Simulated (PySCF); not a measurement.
An unknown is described by computed data only.

Formula: CClF3O2S.

| Item | Value |
| --- | --- |
| Valence photoelectron | vertical ionisation energy: 12.22 eV [ΔSCF PBE0/def2-SVPD] |
| Triplet | lowest triplet excitation (Tamm–Dancoff): 4.86 eV [TDA PBE0/def2-SVPD] |
| 13C NMR | chemical shifts (computed TMS as zero) by class: 131.8 (1 C) ppm [GIAO CAM-B3LYP/pcSseg-2] |
| UV, strongest line | among the 10 lowest singlet transitions: S6 at 7.59 eV (163 nm, f = 0.158) [TDDFT PBE0/def2-SVPD] |
| Rotational structure | rotational constants A, B, C: 2.045, 1.338, 1.166 GHz [PBE0-D3(BJ)/def2-SVP] |
| NMR, other nuclei | isotropic shieldings of nuclei other than C and H, by class: 36 (2 O), 262 (3 F), 117 (1 S), 282 (1 Cl) ppm [GIAO CAM-B3LYP/pcSseg-2] |
| Polarisability | 58.5 au [PBE0/def2-SVPD] |
| Dipole | 1.78 D [PBE0/def2-SVPD] |
| UV, first state | lowest singlet excitation: 5.57 eV (223 nm, f = 0.003) [TDDFT PBE0/def2-SVPD] |

Electronic properties: PySCF, gas phase, density fitting. Levels stand in brackets. Isolated species at its PBE0-D3(BJ)/def2-SVP geometry, gas phase. NMR values are class means; diastereotopic atoms form classes of their own.

Task: Propose a structure and show how it fits.

Result: Numbering: `[O:1]=[S:2](=[O:3])([Cl:4])[C:5]([F:6])([F:7])[F:8]`. The one carbon: CF3 carbon [C5] (131.8 ppm). The other shieldings belong to: 36 ppm, sulfonyl oxygen [O1/O3]; 262 ppm, fluorine of a CF3 group [F6/F7/F8]; 117 ppm, sulfonyl sulfur [S2]; 282 ppm, chlorine bonded to S [Cl4]. S1 is mainly HOMO→LUMO (weight 0.98); the largest Löwdin shares of the orbital it empties are 0.54 on the chlorine bonded to S and 0.22 on each of 2 atoms of one kind (sulfonyl oxygen), of the orbital it fills 0.43 on the chlorine bonded to S, 0.26 on the sulfonyl sulfur and 0.11 on each of 2 atoms of one kind (sulfonyl oxygen). By its constants the optimised geometry is an asymmetric top. Structure: CF3SO2Cl, `O=S(=O)(Cl)C(F)(F)F`. The assignments are read from this structure; whether some other isomer fits the data as well wasn't checked.

Shape of the structure used: `[O:1]=[S:2](=[O:3])([Cl:4])[C:5]([F:6])([F:7])[F:8]`: O1–S2–C5–F6 -70°.
